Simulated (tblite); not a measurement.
Species: CH₁₁NO₃Si₃.
Numbering: `[CH3:1][NH:2][Si@H:3]([OH:4])[Si:5]([OH:6])([OH:7])[SiH3:8]` (hydrogens: H9, H10, H11 on C1; H12 on N2; H13 on Si3; H14 on O4; H15 on O6; H16 on O7; H17, H18, H19 on Si8)

A start from a force field or distance geometry was refined with tblite, GFN2-xTB geometry optimisation, gas phase. Values at the start:

| coordinate | start |
| --- | --- |
| C1–N2 | 1.455 Å |
| C1–H9 | 1.102 Å |
| N2–Si3 | 1.756 Å |
| N2–H12 | 1.026 Å |
| Si3–O4 | 1.704 Å |
| Si3–Si5 | 2.234 Å |
| Si3–H13 | 1.483 Å |
| O4–H14 | 0.977 Å |
| Si5–O6 | 1.695 Å |
| Si5–O7 | 1.720 Å |
| Si5–Si8 | 2.243 Å |
| O6–H15 | 0.996 Å |
| O7–H16 | 0.987 Å |
| Si8–H17 | 1.480 Å |
| C1–N2–Si3 | 114.2° |
| N2–Si3–O4 | 111.4° |
| N2–Si3–Si5 | 114.1° |
| Si3–Si5–O7 | 106.4° |
| Si3–Si5–Si8 | 105.3° |
| O4–Si3–Si5 | 108.7° |
| O6–Si5–O7 | 109.3° |
| O6–Si5–Si8 | 111.7° |
| C1–N2–Si3–O4 | 63° |
| N2–Si3–Si5–O6 | 55° |

Task: How do these coordinates change at the GFN2-xTB level?

Result: 
```csv
coordinate,GFN2-xTB (Å or °),change
Si5–O7,1.638,-0.082
Si5–Si8,2.322,+0.079
Si3–O4,1.638,-0.066
Si3–Si5,2.297,+0.063
O6–H15,0.952,-0.044
Si5–O6,1.656,-0.039
O7–H16,0.954,-0.033
O4–H14,0.955,-0.022
N2–H12,1.009,-0.017
N2–Si3,1.739,-0.017
Si3–H13,1.468,-0.015
Si8–H17,1.468,-0.012
C1–N2,1.447,-0.008
C1–H9,1.096,-0.006
Si3–Si5–Si8,120.2,+14.9
O4–Si3–Si5,98.9,-9.8
C1–N2–Si3,121.7,+7.5
O6–Si5–O7,101.9,-7.4
N2–Si3–Si5,120.6,+6.5
N2–Si3–O4,106.9,-4.5
O6–Si5–Si8,107.4,-4.3
Si3–Si5–O7,103.3,-3.1
N2–Si3–Si5–O6,36,-19
C1–N2–Si3–O4,57,-6
```

The energy falls by 91.9 kJ/mol over 105 L-BFGS steps, the largest force on an atom goes from 2.11 to 0.009 eV/Å, and the atoms move by 0.466 Å rms after alignment. The bond that changes most is Si5–O7 (oxygen-bound silicon to silanol oxygen), which shortens by 0.082 Å. Bonds longer at the end by more than 0.005 Å: 4 of 18; shorter: 14. Among the dihedrals that turn most is Si3–Si5–O7–H16, from -118° to 153°. Rotational constants go from 1584, 814.6, 689.7 to 1773, 719.0, 636.2 MHz.

Its lowest GFN2-xTB frequency is 6 cm⁻¹, too small to tell a flat minimum from a shallow saddle. The numbers are those of one conformer. 3 starts were optimised and ended at 0.00, 0.81 and 1.00 kcal/mol (GFN2-xTB); the lowest of these is shown.

All values are computed, not measured.
